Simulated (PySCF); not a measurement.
Zn(iPr)(OSiH3), SMILES C[CH](C)[Zn][O][SiH3] (C3H10OSiZn), singlet at its GFN2-xTB optimised geometry (Å):

```
16

Zn    -1.4413    -2.1624    -2.6361
C     -2.2134    -2.0612    -4.5083
C     -1.2692    -1.1869    -5.3207
C     -3.5864    -1.4163    -4.3888
H     -2.3122    -3.0312    -4.9927
H     -1.7076    -0.9906    -6.3016
H     -1.1026    -0.2263    -4.8330
H     -0.3068    -1.6724    -5.4730
H     -4.2905    -2.0670    -3.8735
H     -3.9817    -1.2140    -5.3862
H     -3.5319    -0.4682    -3.8545
O     -1.0005    -1.0035    -1.3420
Si    -0.4747    -0.3160     0.0000
H     -0.9704    -1.0572     1.1696
H     -0.9957     1.0572     0.0000
H      0.9957    -0.3160     0.0000
```

Method: PBE0/def2-TZVP run with PySCF 2.14.0. Cells within 0.4 Å of a nucleus heavier than hydrogen are left out (blank, or x).

Map of the electron localisation function on the plane z = 0.0 Å:

```
|000000000000000000000000000|
|000000000000000000000000000|
|000000000000000000000000000|
|000000013443100000000000000|
|000001489998720000000000000|
|000015999999961000000000000|
|000049999999982000000000000|
|000179999999983000000000000|
|000289999999983000000000000|
|000279999999972113453100000|
|000148999999963358998510000|
|000015899998644799999940000|
|000001478610016999999971000|
|00000012304xx06999999982000|
|0000000110xxx24999999993000|
|00000001107xx15999999982000|
|000000012002106999999981000|
|000000012210015899999950000|
|000000001222112589999710000|
|000000000111101136776200000|
|000000000000000001221000000|
|000000000000000000000000000|
|000000000000000000000000000|
|000000000000000000000000000|
|000000000000000000000000000|
|000000000000000000000000000|
|000000000000000000000000000|
```
Scale: ten equal steps from 0.000 (start of '0') to 1.000 (end of '9'), in the order '0123456789'; x runs from -3.50 to 3.50, y from -3.50 (bottom) to 3.50 (top).
